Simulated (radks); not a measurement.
The numbers below are computed, except where a source is named.
Dispersion coefficients C6 (hartree bohr^6) between ground-configuration atoms and ions, from the Casimir-Polder integral (3/pi) of alpha_A(iw) alpha_B(iw). Code: a radial shooting solver on a logarithmic mesh with Libxc functionals. Model: non-relativistic Kohn-Sham, LB94 model potential, spin-polarised, spherical densities, point nucleus; open shells are filled with parallel spins first (spin-orbit coupling, left out, can overturn this in heavy ions). Response by self-consistent Sternheimer equations with the Hartree and adiabatic LDA kernel. For heavy and open-shell atoms this level of theory can miss by tens of per cent.

C6,Fe+,Cd+,Te,In2+,O+,Ti,Mg+,Be,Mo
Fe+,94.42,,,,,,,,
Cd+,102.9,114.3,,,,,,,
Te,193.3,212.3,401.1,,,,,,
In2+,72.86,82.00,151.1,59.45,,,,,
O+,19.44,22.66,41.06,16.80,5.029,,,,
Ti,273.2,287.3,545.3,197.4,48.76,856.6,,,
Mg+,96.92,102.1,194.2,70.39,17.46,301.0,106.1,,
Be,147.2,154.1,294.6,105.6,25.82,462.3,162.8,250.3,
Mo,235.2,252.3,476.2,176.2,45.57,707.4,249.6,381.2,597.3

Static polarisabilities (bohr^3): Fe+ ([Ar] 3d6 4s1) 20.80, Cd+ ([Kr] 4d10 5s1) 20.40, Te ([Kr] 4d10 5s2 5p4) 37.24, In2+ ([Kr] 4d10 5s1) 12.94, O+ ([He] 2s2 2p3) 2.602, Ti ([Ar] 3d2 4s2) 82.87, Mg+ ([Ne] 3s1) 27.36, Be ([He] 2s2) 42.88, Mo ([Kr] 4d5 5s1) 62.26. The combination rule 2 Ca Cb / ((alpha_b/alpha_a) Ca + (alpha_a/alpha_b) Cb) gives 251.5 for Mo-Mg+, against 249.6 from the integral.
